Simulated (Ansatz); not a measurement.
Start from `N[SiH]([AlH2])[SiH3]` and change one atom or group to get `CC[SiH](N)[SiH3]`.

Ansatz, PBE0-D4/def2-TZVP geometries, multiplicity 1. Each molecule was computed in one conformer, which needn't be the lowest.

```csv
property,`N[SiH]([AlH2])[SiH3]`
size of the dipole moment (B3LYP/def2-TZVPP) / D,1.47
size of the dipole moment (PBE/def2-TZVPP) / D,1.50
HOMO energy (B3LYP/def2-TZVPP) / eV,-6.29
HOMO–LUMO gap (ωB97M-V/def2-TZVPP) / eV,8.02
HOMO energy (ωB97M-V/def2-TZVPP) / eV,-8.47
HOMO–LUMO gap (PBE/def2-TZVPP) / eV,2.59
```

Task: Give the same properties after the change, and the shifts. (Estimate.)

Result: Computed: 
```json
{"property": "size of the dipole moment (B3LYP/def2-TZVPP) / D", "`CC[SiH](N)[SiH3]`": "1.36", "shift": "-0.11"}
{"property": "size of the dipole moment (PBE/def2-TZVPP) / D", "`CC[SiH](N)[SiH3]`": "1.40", "shift": "-0.10"}
{"property": "HOMO energy (B3LYP/def2-TZVPP) / eV", "`CC[SiH](N)[SiH3]`": "-7.04", "shift": "-0.75"}
{"property": "HOMO–LUMO gap (ωB97M-V/def2-TZVPP) / eV", "`CC[SiH](N)[SiH3]`": "11.28", "shift": "3.26"}
{"property": "HOMO energy (ωB97M-V/def2-TZVPP) / eV", "`CC[SiH](N)[SiH3]`": "-9.52", "shift": "-1.05"}
{"property": "HOMO–LUMO gap (PBE/def2-TZVPP) / eV", "`CC[SiH](N)[SiH3]`": "5.19", "shift": "2.60"}
```

With PBE0 the HOMO falls by 0.76 eV and the LUMO rises by 2.21 eV, so the gap widens by about 2.97 eV. PBE moves the HOMO by -0.51 eV and ωB97M-V by -1.05 eV. Dipoles are sizes alone; their direction can turn.

B3LYP here is the variant with VWN-RPA as its local correlation; programs differ in this.
